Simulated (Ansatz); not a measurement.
Reaction (formal exchange of groups at a C–Ge bond): `N#[C][GeH]([F])[F]` + CH₄ → acetonitrile + `[F][GeH2][F]`

Program: Ansatz. Geometries: PBE0-D4/def2-TZVP. ΔE: electronic, gas phase. CCSD(T)/CBS is the MP2 limit (def2-TZVPP, def2-QZVPP) plus CCSD(T) − MP2 in def2-TZVPP, frozen cores. This one scheme is used for every species. Functionals use def2-TZVPP. B3LYP here is the variant with VWN-RPA as its local correlation; programs differ in this. HSE06 is defined as in plane-wave codes. For Ge outer-core shells are correlated without core-valence functions, which leaves a few kJ/mol of doubt a bond. Scalar relativity is left out up to krypton.

`N#[C][GeH]([F])[F]`:

Cartesian coordinates in Å:
```
N 2.418 -0.602 0.245
C 1.307 -0.326 0.130
Ge -0.530 0.118 -0.142
F -0.745 1.701 0.472
F -1.438 -0.917 0.873
H -1.012 0.026 -1.579
```

CH₄:

Z-matrix (Å, degrees):
```
C
H 1 1.090
H 1 1.090 2 109.5
H 1 1.090 2 109.5 3 -120.0
H 1 1.090 2 109.5 3 120.0
```

`CC#N`:

```xyz
6

C    -0.061    0.083    0.476
C     0.120   -0.165   -0.940
N     0.263   -0.361   -2.063
H    -0.004   -0.854    1.031
H     0.716    0.756    0.841
H    -1.035    0.540    0.655
```

`[F][GeH2][F]`:

Cartesian coordinates in Å:
```
F 0.985 -0.972 0.915
Ge 0.035 0.090 -0.056
F -1.569 -0.537 0.036
H 0.509 -0.045 -1.502
H 0.040 1.465 0.608
```

```tsv
level	ΔE (kJ/mol)
B3LYP-D4	12.9
HSE06-D4	8.9
CAM-B3LYP-D4	11.2
BLYP	11.7
CAM-B3LYP	9.6
LC-ωPBE	8.3
HF/def2-SVP	5.7
HF/def2-QZVPP	11.4
```

**Question.** What does CCSD(T)/CBS give? (An estimate is asked.)

**Answer.** Ansatz gave: +19.5 kJ/mol. The listed levels differ from it by -6.6, -10.6, -8.3, -7.8, -9.9, -11.2, -13.8, -8.1 kJ/mol.

Largest T1 diagnostic among the species: 0.013.

Leaving LDA and LC-ωPBE aside and taking each functional with its dispersion term where it has one, the values, not all of them listed here, spread over 8.4 kJ/mol, from PBE0-D4 to B2PLYP. LDA lies −10.1 kJ/mol from PBE without D4. In def2-TZVPP, CCSD(T) changes the Hartree–Fock value by +11.7 kJ/mol (the triples alone add +2.1 kJ/mol) and MP2 by +12.9 kJ/mol.
